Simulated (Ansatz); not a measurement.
Start from `B[SiH2]C#N` and change one atom or group to get `N#C[SiH3]`.

Ansatz, PBE0-D4/def2-TZVP geometries, multiplicity 1. 

```csv
property,`B[SiH2]C#N`
HOMO energy (PBE0/def2-TZVPP) / eV,-9.01
HOMO energy (PBE/def2-TZVPP) / eV,-7.77
"ideal-gas entropy at 298 K and 1 bar (rigid rotor, harmonic PBE0-D4/def2-TZVP) / J/(mol·K)",319
zero-point energy (PBE0-D4/def2-TZVP) / kJ/mol,117.8
HOMO–LUMO gap (ωB97M-V/def2-TZVPP) / eV,10.06
LUMO energy (ωB97M-V/def2-TZVPP) / eV,-1.11
```

**Question.** What does the change do to each property? (An estimate is asked.)

**Answer.** The calculation gave: 
```json
{"property": "HOMO energy (PBE0/def2-TZVPP) / eV", "`N#C[SiH3]`": "-9.86", "shift": "-0.85"}
{"property": "HOMO energy (PBE/def2-TZVPP) / eV", "`N#C[SiH3]`": "-8.53", "shift": "-0.76"}
{"property": "ideal-gas entropy at 298 K and 1 bar (rigid rotor, harmonic PBE0-D4/def2-TZVP) / J/(mol·K)", "`N#C[SiH3]`": "265", "shift": "-54"}
{"property": "zero-point energy (PBE0-D4/def2-TZVP) / kJ/mol", "`N#C[SiH3]`": "86.2", "shift": "-31.6"}
{"property": "HOMO–LUMO gap (ωB97M-V/def2-TZVPP) / eV", "`N#C[SiH3]`": "13.59", "shift": "3.53"}
{"property": "LUMO energy (ωB97M-V/def2-TZVPP) / eV", "`N#C[SiH3]`": "1.45", "shift": "2.56"}
```

With PBE0 the HOMO falls by 0.85 eV and the LUMO rises by 2.48 eV, so the gap widens by about 3.33 eV. PBE moves the HOMO by -0.76 eV and ωB97M-V by -0.98 eV. The zero-point energy changes by -31.6 kJ/mol with -6 modes.
